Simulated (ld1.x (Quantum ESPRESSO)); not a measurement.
## Er (Z = 68), PAW: configuration errors across variants

```json
{
  "Element": "Er (Z = 68)",
  "Generator": "ld1.x (Quantum ESPRESSO) 7.5",
  "Type": "PAW",
  "Functional": "PBEsol",
  "Relativity": "scalar-relativistic",
  "Frozen core": "[Kr] 4d10 4f11",
  "Valence charge": "11",
  "Reference configuration": "5s2 5p6 5d1 6s1.75 6p0.25",
  "Partial waves": "5s (bound): rcut 1.80, rcutus 2.10 bohr; 6s (bound): rcut 1.80, rcutus 2.10 bohr; 5p (bound): rcut 2.15, rcutus 2.35 bohr; 6p (bound): rcut 2.15, rcutus 2.35 bohr; 5d (bound): rcut 2.30, rcutus 3.15 bohr; 5d channel at 0.95 Ry: rcut 2.30, rcutus 3.15 bohr; 5f channel at 0.2 Ry: rcut 1.95, rcutus 2.40 bohr; 5f channel at 2.45 Ry: rcut 1.95, rcutus 2.40 bohr",
  "Local potential": "all-electron potential smoothed inside 2.05 bohr (lloc = -2)",
  "Core correction": "Bessel-smoothed model core inside 1.55 bohr",
  "Augmentation charge": "BESSEL, radius 1.35 bohr"
}
```

All-electron excitation energies from the reference (eV): (1) 5s2 5p6 5d1 6s2 6p0 -0.785; (2) 5s2 5p6 5d1 6s1 6p0 6.285; (3) 5s2 5p6 5d1 6s0 6p0 18.992; (4) 5s1 5p6 5d1 6s2 6p0 61.121; (5) 5s2 5p6 5d2 6s1 6p0 1.678; (6) 5s2 5p6 5d1 6s0 6p1 10.251; (7) 5s2 5p6 5d1 6s0 6p2 5.770.

On the changes marked as counting shells twice: ld1.x takes every shell without a wave as core, so the model core holds the marked electrons as well and exchange and correlation see them twice. This cancels in the reference configuration, but the file is broken for other ones, and its errors say nothing about a proper core correction.

5 further variants failed, have other tests or too few solved ones, and are left out.

A true bound ghost makes a file unfit for plane-wave use even where its test errors are small: the radial tests pick states by their node count and pass the ghost by.

The file “type TM; waves now 5s (bound): rc 2.10 bohr; 5p (bound): rc 2.35 bohr; 5d (bound): rc 3.15 bohr; 5f channel at 0.2 Ry: rc 2.40 bohr; local potential all-electron potential smoothed inside 2.95 bohr (lloc = -2) (6p, 6s counted twice)” misses its own reference levels by 0.7 eV.

Errors AE − PS in meV (a dash: test not solved or not reliable):

| change | (1) | (2) | (3) | (4) | (5) | (6) | (7) | bound ghosts |
| --- | --- | --- | --- | --- | --- | --- | --- | --- |
| base | +0.2 | -2.3 | -16 | -374 | -5.5 | -4.4 | -0.9 | none |
| type TM; waves now 5s (bound): rc 2.10 bohr; 5p (bound): rc 2.35 bohr; 5d (bound): rc 3.15 bohr; 5f channel at 0.2 Ry: rc 2.40 bohr; local potential all-electron potential smoothed inside 2.95 bohr (lloc = -2) (6p, 6s counted twice) | -133 | +574 | +1299 | -990 | +457 | +1239 | +915 | none |
| core correction Bessel-smoothed model core inside 1.76 bohr | +0.2 | -2.3 | -16 | -380 | -5.8 | -4.9 | -1.6 | none |
| wave 5f channel at 2.45 Ry: rcut 1.95, rcutus 2.40 bohr becomes 5f channel at 0.02 Ry: rcut 1.95, rcutus 2.40 bohr | +0.2 | -2.3 | -16 | -375 | -5.5 | -4.5 | -0.9 | f |
| waves 5s (bound): rcut 1.32, rcutus 1.40 bohr; 6s (bound): rcut 1.32, rcutus 1.40 bohr | +0.1 | -2.2 | -16 | -404 | -5.5 | -5.7 | -2.4 | none |

Q: Give the same row for: waves 5d (bound): rcut 2.30, rcutus 4.10 bohr; 5d channel at 0.95 Ry: rcut 2.30, rcutus 4.10 bohr.

A: +0.2, -2.1, -17, –, –, –, –; bound ghosts: none.
